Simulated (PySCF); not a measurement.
From computed data to an observable: oscillator strength and radiative lifetime

C4H4Cl2, SMILES C(=C(Cl)Cl)C=C.

Geometry optimised at B3LYP-D3(BJ)/def2-SVP. One conformer was computed; it need not be the lowest.

TDA-PBE/def2-SVPD (PySCF) puts the first singlet state with f over 0.02 at 5.23 eV (vertical), with the transition dipole (0.412, 2.340, 0.000) in atomic units.

Task: Find the oscillator strength, the wavelength and the radiative lifetime that this transition would have in vacuum if emission retraced absorption.

Result: 
|μ|² = 5.6453 au, so |μ| = 6.04 D. ΔE = 5.23/27.211 = 0.1922 hartree. f = (2/3) ΔE |μ|² = 0.723 (the program prints 0.724).
λ = 1239.84/5.23 = 237 nm; ν = 42183 cm⁻¹.
Einstein's coefficient A = 0.6670 ν² f s⁻¹ (ν in cm⁻¹) = 8.6e8 s⁻¹, so τ = 1/A = 1.2 ns. This state is S2; the lower singlet has f = 0.000. The figure is the radiative limit of this one transition; relaxation, internal conversion, crossing to triplets and a medium change what is measured.
